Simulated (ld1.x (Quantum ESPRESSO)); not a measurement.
## erbium (Er), PAW: configuration errors across variants

Er (Z = 68), PAW, made with ld1.x (Quantum ESPRESSO) 7.5 (PBE, non-relativistic). Core [Kr] 4d10, reference 4f12 5s2 5p6 5d0.5 6s1.5 6p0. Waves: 5s (bound): rcut 1.75, rcutus 2.00 bohr; 6s (bound): rcut 1.75, rcutus 2.00 bohr; 5p (bound): rcut 2.05, rcutus 2.35 bohr; 6p (bound, empty): rcut 2.05, rcutus 2.35 bohr; 5d (bound): rcut 2.85, rcutus 3.40 bohr; 5d channel at 0.75 Ry: rcut 2.85, rcutus 3.40 bohr; 4f (bound): rcut 1.10, rcutus 1.15 bohr; 4f channel at 2.5 Ry: rcut 1.10, rcutus 1.15 bohr. Local part: all-electron potential smoothed inside 2.60 bohr (lloc = -1). Core correction: Bessel-smoothed model core inside 1.10 bohr. Augmentation charge: BESSEL, radius 1.20 bohr.

All-electron excitation energies from the reference (eV): (1) 4f12 5s2 5p6 5d0 6s2 6p0 -0.993; (2) 4f12 5s2 5p6 5d0 6s1 6p0 4.927; (3) 4f12 5s2 5p6 5d0 6s0 6p0 15.998; (4) 4f12 5s2 5p6 5d1 6s0 6p0 6.304; (5) 4f12 5s2 5p6 5d0 6s1.5 6p0 1.360; (6) 4f12 5s1 5p6 5d0 6s2 6p0 48.784; (7) 4f12 5s2 5p6 5d0 6s1 6p1 1.289.

The overlap operator is not positive definite (basis up to 400 Ry) in “base”, “all radii but the core radius scaled by about 0.83 (s 1.66, p 1.96, d 2.84, f 0.96 bohr, rcut 1.46/1.72/2.38/0.92); local potential all-electron potential smoothed inside 2.18 bohr (lloc = -1); augmentation BESSEL, radius 1.00 bohr”, “all radii but the core radius scaled by about 0.89 (s 1.78, p 2.08, d 3.00, f 1.02 bohr, rcut 1.54/1.82/2.52/0.98); local potential all-electron potential smoothed inside 2.30 bohr (lloc = -1); augmentation BESSEL, radius 1.06 bohr”, “all radii but the core radius scaled by about 0.96 (s 1.92, p 2.26, d 3.28, f 1.10 bohr, rcut 1.68/1.98/2.76/1.06); local potential all-electron potential smoothed inside 2.50 bohr (lloc = -1); augmentation BESSEL, radius 1.16 bohr”. Such files are unfit for use, however small their errors in these radial tests.

Tests that are not counted but printed errors over 1 eV. “all radii but the core radius scaled by about 1.22 (s 2.46, p 2.88, d 4.16, f 1.40 bohr, rcut 2.14/2.52/3.50/1.34); local potential all-electron potential smoothed inside 3.18 bohr (lloc = -1); augmentation BESSEL, radius 1.48 bohr”: 4f12 5s2 5p6 5d0 6s0 6p0 (solver errors, printed error -4921 eV). “all radii but the core radius scaled by about 1.31 (s 2.62, p 3.08, d 4.46, f 1.50 bohr, rcut 2.30/2.68/3.74/1.44); local potential all-electron potential smoothed inside 3.40 bohr (lloc = -1); augmentation BESSEL, radius 1.58 bohr”: 4f12 5s2 5p6 5d0 6s2 6p0 (solver errors, printed error -5062 eV).

Errors AE − PS in meV (a dash: test not solved or not reliable):

```tsv
change	(1)	(2)	(3)	(4)	(5)	(6)	(7)	bound ghosts
base	-32	-35	-17	-27	-34	-295	-44	not determined (overlap not positive)
all radii but the core radius scaled by about 0.83 (s 1.66, p 1.96, d 2.84, f 0.96 bohr, rcut 1.46/1.72/2.38/0.92); local potential all-electron potential smoothed inside 2.18 bohr (lloc = -1); augmentation BESSEL, radius 1.00 bohr	-1.2	-1.4	-2.0	-1.6	-1.2	-5.2	-1.7	not determined (overlap not positive)
all radii but the core radius scaled by about 0.89 (s 1.78, p 2.08, d 3.00, f 1.02 bohr, rcut 1.54/1.82/2.52/0.98); local potential all-electron potential smoothed inside 2.30 bohr (lloc = -1); augmentation BESSEL, radius 1.06 bohr	+12	+9.3	+5.1	+32	+11	+7.5	+11	not determined (overlap not positive)
all radii but the core radius scaled by about 0.96 (s 1.92, p 2.26, d 3.28, f 1.10 bohr, rcut 1.68/1.98/2.76/1.06); local potential all-electron potential smoothed inside 2.50 bohr (lloc = -1); augmentation BESSEL, radius 1.16 bohr	-1.5	-2.5	-0.4	+4.7	-2.1	-43	-1.1	not determined (overlap not positive)
all radii but the core radius scaled by about 1.10 (s 2.20, p 2.58, d 3.74, f 1.26 bohr, rcut 1.92/2.26/3.14/1.20); local potential all-electron potential smoothed inside 2.86 bohr (lloc = -1); augmentation BESSEL, radius 1.32 bohr	+12	+12	+9.1	+18	+12	–	–	none
all radii but the core radius scaled by about 1.19 (s 2.38, p 2.78, d 4.04, f 1.36 bohr, rcut 2.08/2.44/3.38/1.30); local potential all-electron potential smoothed inside 3.08 bohr (lloc = -1); augmentation BESSEL, radius 1.42 bohr	+15	+16	+13	+20	+16	–	–	none
all radii but the core radius scaled by about 1.22 (s 2.46, p 2.88, d 4.16, f 1.40 bohr, rcut 2.14/2.52/3.50/1.34); local potential all-electron potential smoothed inside 3.18 bohr (lloc = -1); augmentation BESSEL, radius 1.48 bohr	+17	+20	–	+18	+18	–	–	none
all radii but the core radius scaled by about 1.31 (s 2.62, p 3.08, d 4.46, f 1.50 bohr, rcut 2.30/2.68/3.74/1.44); local potential all-electron potential smoothed inside 3.40 bohr (lloc = -1); augmentation BESSEL, radius 1.58 bohr	–	–	–	–	–	–	–	none
all radii but the core radius scaled by about 1.40 (s 2.80, p 3.28, d 4.76, f 1.60 bohr, rcut 2.44/2.86/3.98/1.54); local potential all-electron potential smoothed inside 3.64 bohr (lloc = -1); augmentation BESSEL, radius 1.68 bohr	–	–	–	–	–	–	–	none
```

(1) Give the same row for: all radii but the core radius scaled by about 0.76 (s 1.52, p 1.80, d 2.60, f 0.88 bohr, rcut 1.34/1.56/2.18/0.84); local potential all-electron potential smoothed inside 1.98 bohr (lloc = -1); augmentation BESSEL, radius 0.92 bohr.

Answers

(1) +0.1, -0.1, -0.4, +0.8, +0.1, +7.8, 0.0; bound ghosts: none.
